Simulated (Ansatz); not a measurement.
`[F][SnH]([Cl])[Br]` + H₂ → `[Cl][SnH2][Br]` + H–F  (hydrogenolysis of the Sn–F bond)

Computed with Ansatz on PBE0-D4/def2-TZVP structures; ΔE is electronic, products minus reactants. CCSD(T)/CBS is the MP2 limit (def2-TZVPP, def2-QZVPP) plus CCSD(T) − MP2 in def2-TZVPP, frozen cores. This one scheme is used for every species. DFT in def2-TZVPP. B3LYP here is the variant with VWN-RPA as its local correlation; programs differ in this. def2 core potentials past Kr. For Br, Sn outer-core shells are correlated without core-valence functions, which leaves a few kJ/mol of doubt a bond. Scalar relativity is left out up to krypton.

| level | ΔE (kJ/mol) | difference from CCSD(T)/CBS |
| --- | --- | --- |
| revPBE-D4 | 39.1 | 7.4 |
| r2SCAN-D4 | 41.4 | 9.7 |
| BLYP | 42.9 | 11.2 |
| B3LYP | 33.9 | 2.2 |
| RPA@PBE/def2-TZVPP | 26.7 | -5.0 |
| MP2/def2-SVP | 34.7 | 3.0 |
| CCSD/def2-TZVPP | 21.0 | -10.7 |
| SCS-MP2/def2-QZVPP | 34.7 | 3.0 |
| HF/CBS(def2) | 25.8 | -5.9 |
| CCSD/CBS(def2) | 27.7 | -4.0 |
| CCSD(T)/CBS | 31.7 | 0 |

(1) What do rigid-rotor, harmonic-oscillator terms from PBE0-D4/def2-TZVP frequencies (298.15 K, 1 bar) make of the CCSD(T)/CBS value? (Estimate.)

Largest T1 diagnostic among the species: 0.011.

## Answers

(1) Ansatz gave: ΔZPE = +11.3 kJ/mol, ΔH = +40.4 kJ/mol, ΔS = 20 J/(mol·K), ΔG = +34.5 kJ/mol.

At CCSD(T), def2-SVP lies −3.8 kJ/mol from the extrapolated value and def2-TZVPP −6.7 kJ/mol. From r2SCAN to r2SCAN0 (25 % exact exchange), in def2-TZVPP and without D4, ΔE moves by −11.6 kJ/mol. Leaving LDA and LC-ωPBE aside and taking each functional with its dispersion term where it has one, the values, not all of them listed here, spread over 23.3 kJ/mol, from PBE-QIDH to BLYP-D4. LDA lies −11.3 kJ/mol from PBE without D4.
